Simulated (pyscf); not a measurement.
Single points on ωB97X-D3(BJ)/def2-SVP structures (PySCF, gas phase). MP2 and CC: frozen core, UHF for open shells. ΔMP2 is the change of the MP2 total energy from the triple- to the quadruple-zeta basis.

Q: PBE/def2-TZVP puts the barrier of H₃Ge–SnH₃ -> SnH₂ [singlet] + germane (GeH₄) (1,1-elimination; singlet surface; Ge–Sn, H–Sn broken, Ge–H formed) at 33.4 kcal/mol and the reaction energy at +27.4 kcal/mol, from the reactant's lowest minimum found. What do r²SCAN/def2-TZVP, M06-2X/def2-TZVP, CCSD(T)/def2-TZVPP + ΔMP2(QZVPP) give on the same structures?

A: r²SCAN: ΔE‡ = 35.9 kcal/mol, ΔE = +30.6 kcal/mol; M06-2X: ΔE‡ = 38.7 kcal/mol, ΔE = +26.8 kcal/mol; CCSD(T): ΔE‡ = 39.3 kcal/mol, ΔE = +30.3 kcal/mol. PBE's barrier lies under all of them, by 2.6 to 5.9 kcal/mol. Its reaction energy lies among theirs. On the product side the descent ends in a bound adduct, 8.2 kcal/mol under the separated species and 14.6 kcal/mol under the saddle at ωB97X-D3(BJ)/def2-TZVP. At ωB97X-D3(BJ) the barrier from the zero used here is 42.9 kcal/mol. This is the saddle that the search found; another between the same sides may lie lower. The CCSD(T) − MP2 part came from Ansatz, without density fitting, on the same reference. The frozen core leaves the outer d or s,p core shells of the metals and heavy elements correlated in the MP2 and CC values, and def2-TZVPP describes them poorly, which can shift differences by a few kcal/mol. Elements up to Kr have no core potential and no relativistic terms here. Elements past Kr carry the def2 core potentials, without spin-orbit coupling.
